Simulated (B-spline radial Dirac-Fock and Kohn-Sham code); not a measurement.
**Isotope-shift constants of the inner levels of Ga³⁺**

System: gallium as Ga³⁺, configuration [Ar] 3d10.

Input file task.json (cfg lists n, l and occupation; rrms is the nuclear radius in fm):

```json
{"items": [{
  "Z": 31,
  "q": 3,
  "cfg": [[1, 0, 2], [2, 0, 2], [2, 1, 6], [3, 0, 2], [3, 1, 6], [3, 2, 10]],
  "A": 69,
  "rrms": 3.9973,
  "do": "isoshift",
  "isotopes": [[63, 62.939294194, 3.9308], [64, 63.936840366, 3.939], [66, 65.931589766, 3.9706], [68, 67.927980161, 3.985], [69, 68.925573528, 3.9973], [70, 69.926021914, 3.9998], [71, 70.924702554, 4.0118], [72, 71.926367452, 4.0318], [73, 72.92517468, 4.042], [74, 73.926945725, 4.0395], [75, 74.926504484, 4.0472], [76, 75.928827624, 4.046], [77, 76.929154299, 4.05], [78, 77.931610854, 4.0453], [79, 78.932851582, 4.0478], [80, 79.936420773, 4.0418], [81, 80.938133841, 4.0441], [82, 81.943176531, 4.0671]]
}]}
```

Launch: `python xray2_run.py task.json out`

Level of theory: first-order field-shift and mass-shift constants from Dirac-Fock ground and hole states with a Fermi nucleus; the mass shift has no relativistic recoil terms; a radial B-spline solver. A binding energy shifts by δE = F·δ⟨r²⟩ + (K_N + K_S)·δ(1/M); F is taken for a change of radius at fixed skin thickness and so holds the higher radial moments.

```csv
level,F (meV/fm²),K_N (meV u),K_S (meV u)
K (1s),-7.573,-5723,2261
L1 (2s),-0.7526,-741.5,-209.8
L2 (2p1/2),0.05631,-653.0,706.9
L3 (2p3/2),0.06025,-637.8,669.3
M1 (3s),-0.1138,-113.6,-69.00
M2 (3p1/2),0.006503,-84.57,75.04
M3 (3p3/2),0.007128,-82.55,66.35
M4 (3d3/2),0.003609,-33.58,46.16
M5 (3d5/2),0.003538,-33.33,45.54
```

Line shifts in meV from A = 69 (mass 68.9256 u, rms radius 3.9973 fm); radii from Angeli and Marinova (2013).

```csv
A,mass (u),radius (fm),Kα1,Kα2,Kβ1,Lα1
63,62.9393,3.9308,-0.80,-0.83,-0.76,0.00
66,65.9316,3.9706,?,?,?,?
70,69.9260,3.9998,+0.57,+0.58,+0.56,0.00
72,71.9264,4.0318,0.00,+0.02,-0.01,0.00
73,72.9252,4.042,+0.04,+0.06,+0.02,+0.01
77,76.9292,4.05,+2.04,+2.07,+1.99,-0.01
78,77.9316,4.0453,+2.91,+2.95,+2.85,-0.01
79,78.9329,4.0478,+3.33,+3.37,+3.26,-0.01
80,79.9364,4.0418,+4.25,+4.30,+4.18,-0.02
82,81.9432,4.0671,+3.76,+3.81,+3.68,-0.01
```

Question: What are the shifts for A = 66?

Answer: Kα1 -0.68 meV (field +1.62, mass -2.30); Kα2 -0.69 meV (field +1.62, mass -2.32); Kβ1 -0.66 meV (field +1.61, mass -2.27); Lα1 0.00 meV (field -0.01, mass +0.01).

Values without a named source are computed, but for edge energies of neutral atoms, which are taken from tables.
